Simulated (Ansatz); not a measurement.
Gas-phase electronic energies from Ansatz, PBE0-D4/def2-TZVP geometries. CCSD(T)/CBS adds triple-zeta CCSD(T) − MP2 to the extrapolated MP2 energy (def2 sets, frozen cores). DFT in def2-TZVPP. HSE06 is defined as in plane-wave codes. For Se outer-core shells are correlated without core-valence functions, which leaves a few kJ/mol of doubt a bond. Scalar relativity is left out up to krypton. One conformer a species, not always the lowest.

`CSCS[SiH3]` + `NC[SeH]` → `NC[Se][SiH3]` + `CSCS`  (ligand exchange at the Si–S bond)

| level | ΔE (kcal/mol) |
| --- | --- |
| r2SCANh-D4 | -2.7 |
| r2SCAN0-D4 | -2.8 |
| HSE06-D4 | -2.7 |
| r2SCAN0 | -3.0 |
| RPA@PBE/def2-TZVPP | -2.8 |
| MP2/def2-SVP | -4.2 |
| CCSD/def2-SVP | -4.0 |
| CCSD(T)/def2-TZVPP | -2.9 |

Problem. What does CCSD(T)/CBS give? (An estimate is asked.)

Solution. Ansatz gave: -2.7 kcal/mol. The listed levels differ from it by 0.0, -0.1, 0.0, -0.3, -0.1, -1.5, -1.3, -0.2 kcal/mol.

Problem. What do rigid-rotor, harmonic-oscillator terms from PBE0-D4/def2-TZVP frequencies (298.15 K, 1 bar) make of the CCSD(T)/CBS value? (An estimate is asked.)

Solution. The calculation gave: ΔZPE = +0.7 kcal/mol, ΔH = -2.2 kcal/mol, ΔS = -6 J/(mol·K), ΔG = -1.8 kcal/mol.

Largest T1 diagnostic among the species: 0.011.

The D4 term adds +0.8 kcal/mol with B3LYP and +0.5 kcal/mol with PBE0; it sums over pairs of atoms, weighted by their polarisabilities, and B3LYP, whose exchange is more repulsive, gets the larger term. Leaving LDA and LC-ωPBE aside and taking each functional with its dispersion term where it has one, the values, not all of them listed here, spread over 1.1 kcal/mol, from B2PLYP to B97M-V. In def2-TZVPP, CCSD(T) changes the Hartree–Fock value by +0.9 kcal/mol (the triples alone add +0.2 kcal/mol) and MP2 by +0.9 kcal/mol.

B3LYP here is the variant with VWN-RPA as its local correlation; programs differ in this.
